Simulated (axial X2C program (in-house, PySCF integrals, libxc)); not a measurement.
# Nuclear properties of LuS⁺

Computed with an in-house all-electron X2C program for linear molecules (integrals from PySCF): two-component X2C with atomic mean-field Coulomb and Gaunt terms, Gaussian nuclei, basis Lu dyall-cv3z, S dyall-av3z with contracted cores.

R = 2.195 Å (near the PBE0 minimum at charge 1 of the determinant lowest at the starting distance; the state shown can have its own minimum elsewhere).

Input and command:
```json
{"zs": [71, 16], "q": 1, "bas": ["dyall-cv3z", "dyall-av3z"], "r0": 2.25, "levels": ["PBE0", "HF", "PBE50", "PBE", "B3LYP"], "nst": 3}
```
```bash
python soeom.py task.json out
```

Keys: zs atomic numbers; q charge; bas basis sets; r0 starting distance in Å; levels methods; nst determinants followed.

Determinant lowest in the PBE0 search, Ω = 0 (closed shell), highest spinor 62% S p, 26% Lu d, 5% Lu f:

```csv
level,qzz Lu (a.u.),qzz S (a.u.)
PBE0,-3.39,-0.29
HF,-1.90,-0.60
PBE50,-2.87,-0.44
PBE,-4.01,-0.13
B3LYP,-3.62,-0.17
```

qzz is the electric field gradient, eQq0 = 234.96 MHz × Q/barn × qzz. The operators were transformed with the bare-nucleus X2C matrices; with these basis sets, hyperfine constants and field gradients can be off by tens of per cent, and where levels differ in sign neither size nor sign is settled.

Each state is one determinant with collinear spin. The search compared states at one distance, so a state with another bond length can lie lower. Further determinants of the search, some of them spin-mixed, are not shown. Where a field gradient or hyperfine factor spreads by more than a factor of two over the levels, a constant derived from it is not to be relied on.
